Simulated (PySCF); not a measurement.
Ru+: ionisation energy

Ru+ [Kr] 4d7 (4F) → Ru(2+) [Kr] 4d6 (5D), as a difference of total energies. Computed with PySCF 2.14 in def2-TZVPPD with the def2 core potential (28 electrons), with a scalar-relativistic core potential. Correlated levels: valence: 4s2 4p6 frozen. The calculations carry no spin-orbit coupling.

```csv
method,ionisation energy (eV)
UHF,14.972
MP2 (valence),16.329
SCS-MP2 (valence),16.486
CCSD (valence),16.262
CCSD(T) (valence),16.332
```

Q: How much does correlation contribute at CCSD(T) (valence)?

A: 16.332 − (14.972) = 1.360 eV, measured against UHF.

The reference lies between the lowest fine-structure levels, while these numbers refer to the centres of the terms.

Errors of the correlated levels include the incompleteness of this basis and the frozen core.

For comparison: 16.76 ± 0.06 eV (semi-empirical (NIST evaluation); NIST Atomic Spectra Database, ionization energies).
